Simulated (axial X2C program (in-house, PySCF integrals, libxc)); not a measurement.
**Potential curves of AsO⁻, two-component**

Computed with an axial X2C code built on PySCF integrals. Two-component (2c) means X2C with spin–orbit coupling and atomic mean-field two-electron Coulomb and Gaunt terms. Basis: As dyall-acv3z [10s10p7d5f1g], O dyall-av3z [7s6p3d2f] (cores contracted in-house); Gaussian nuclei, density fitting, unrestricted open shells. Masses: As 74.922 u, O 15.995 u.

State: Ω = 1 (⟨Sz⟩ = 1.00, ⟨Lz⟩ = 0.00 at B97-3). Energies in cm⁻¹ from the fragments at the same level (As + O-). Fits are polynomials in 1 − R0/R over 0.85 to 1.23 times the lowest point R0.

| R (Å) | B97-3 | CCSD(T) | PBE0 |
| --- | --- | --- | --- |
| 1.4633 | -27590 |  | -28612 |
| 1.5306 | -33774 | -32360 | -34587 |
| 1.5811 | -36439 | -35196 | -37112 |
| 1.6315 | -37845 | -36762 | -38390 |
| 1.6820 | -38294 | -37364 | -38723 |
| 1.7409 | -37905 | -37158 | -38215 |
| 1.7997 | -36807 | -36243 | -37009 |
| 1.8754 | -34674 | -34357 | -34754 |
| 1.9679 | -31397 |  | -31343 |
| 2.1025 | -26029 |  | -25802 |

Correlated methods: 12 electrons correlated (number of frozen shells: As 3 s, 2 p, 1 d; O 1 s), 262 virtual spin orbitals or spinors in MP2, 90 natural virtuals in coupled cluster.

One determinant describes the state; a PBE0 search over occupations chose it and may have missed a lower one. De is counted from the lowest determinant-based energies of the atoms at the same level, without counterpoise correction. Density functionals use the spin component along the axis (collinear). CCSD and (T) use frozen natural virtuals with an MP2 correction for the truncation; (T) itself is uncorrected, so its De runs slightly low. In 2c an atomic determinant is not the ground J level, so De misses part of the atomic spin–orbit lowering. This holds for B97-3, PBE0. Other states lie close and PBE0, whose exact exchange favours high spin, may order them wrongly; the determinant shown need not be the ground state. The nearest other 2c determinant of the search, Ω = 0, lies 0.57 eV up at the distance of the search. Without a current term, density functionals place determinants with orbital angular momentum somewhat too high. With several unpaired electrons one determinant need not be a pure state. Open-shell Ω = 0 determinants with evenly filled partner blocks cannot be reached by this program, so the Ω shown need not be the lowest component. This is the Ω = 1 component of a π² triplet; the 0⁺ component is not one determinant and can lie lowest. The highest occupied level of some functionals is positive through self-interaction error; at Hartree–Fock it is bound. Coupled cluster ran on the points near the minimum only. MP2 and coupled cluster on one determinant become unreliable at the stretched end.

**Question.** What are Re, ωe and De at the B97-3 level?

**Answer.** At B97-3, 2c: Re = 1.685 Å, ωe ≈ 846 cm⁻¹, De = 4.75 eV to As + O-; Be follows as 0.45 cm⁻¹.

**Question.** Fit the CCSD(T) curve near its minimum: give the equilibrium distance, the harmonic wavenumber and the well depth.

**Answer.** At CCSD(T), 2c: Re = 1.697 Å, ωe ≈ 819 cm⁻¹, De = 4.64 eV to As + O-; Be follows as 0.444 cm⁻¹.

**Question.** What are Re, ωe and De at the PBE0 level?

**Answer.** At PBE0, 2c: Re = 1.678 Å, ωe ≈ 857 cm⁻¹, De = 4.80 eV to As + O-; Be follows as 0.454 cm⁻¹.
